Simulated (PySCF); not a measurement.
**Diatomic cations of H with the fourth-period p block**

CCSD(T) with triple-zeta basis sets in PySCF, for the lowest determinant that a PBE0 search found; no spin–orbit coupling. De refers to high-spin ground-configuration atoms (the charge goes to the atom of lower measured ionisation energy or higher electron affinity, which is not always the lowest computed limit).

```
 M               basis  reference, frozen orbitals  charged atom  state (unpaired electrons)  Re (Å)  ωe (cm⁻¹)  De (eV)
Ga         def2-TZVPPD                      UHF, 9           Ga+               doublet (σ ↑)   1.638       1427     0.50
Ge         def2-TZVPPD                      RHF, 9           Ge+      singlet (closed shell)   1.576       2025     3.14
As  cc-pVTZ-PP/cc-pVTZ                      UHF, 4           As+               doublet (π ↑)   1.519       2241     3.12
Br  cc-pVTZ/cc-pVTZ-PP                      UHF, 4           Br+               doublet (π ↑)   1.443       2480     3.98
```

Problem. By what factor does the bond length vary along the series?

Solution. At CCSD(T) it runs from 1.443 Å (HBr⁺) to 1.638 Å (GaH⁺), a factor of 1.14.

The rows differ in basis set, which adds steps of its own.

The state changes along the series, so neighbouring rows are not always alike in their bonding.

Correlated steps freeze the inner cores (4 to 9 orbitals); shallow outer-core shells are correlated. Weak bonds: GaH⁺. Basis-set superposition, not corrected here, can be much of De in a small basis, most of all at correlated wavefunction levels. Spin–orbit coupling is left out. For an ion De counts to the pair picked by the measured ionisation energies or electron affinities, which need not be the lowest pair at this level. Where the molecule has an RHF reference, its open-shell atoms are computed with UHF. States were picked by a PBE0 search and need not be the measured ground states.
